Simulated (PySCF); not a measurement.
Dipole response of Sr⁺ (strontium, charge +1)

[Kr] 5s1, 2S determinant. All numbers are calculated (PySCF 2.14, the spin-free X2C one-electron Hamiltonian (Gaussian nucleus), in ANO-RCC-VTZP (7s6p3d1f, 47 functions)). Coupled (time-dependent) response in atomic units; α is the mean over directions. The basis has no added diffuse functions, which lowers α and C₆.

```tsv
method	mean α (bohr³)	C₆ (like pair)	S(−4)
UHF	119.7	1129	12410
PBE	93.42	797.4	7525
PBE0	100.4	881.3	8723
r2SCAN0	97.23	859.6	7824
```

S(−4) is the Cauchy moment in α(ω) = α(0) + S(−4) ω² + …

α(iu) at r2SCAN0:

```json
{"u (hartree)": "0", "α(iu) (bohr³)": "97.23"}
{"u (hartree)": "0.0500", "α(iu) (bohr³)": "81.11"}
{"u (hartree)": "0.100", "α(iu) (bohr³)": "54.99"}
{"u (hartree)": "0.200", "α(iu) (bohr³)": "26.15"}
{"u (hartree)": "0.300", "α(iu) (bohr³)": "15.73"}
{"u (hartree)": "0.500", "α(iu) (bohr³)": "8.694"}
{"u (hartree)": "0.750", "α(iu) (bohr³)": "5.668"}
{"u (hartree)": "1.00", "α(iu) (bohr³)": "4.148"}
{"u (hartree)": "1.50", "α(iu) (bohr³)": "2.526"}
{"u (hartree)": "2.00", "α(iu) (bohr³)": "1.688"}
{"u (hartree)": "3.00", "α(iu) (bohr³)": "0.8943"}
{"u (hartree)": "5.00", "α(iu) (bohr³)": "0.3728"}
```

For an ion, C₆ is the dispersion term alone; charge-induced terms of lower order in 1/R come first.
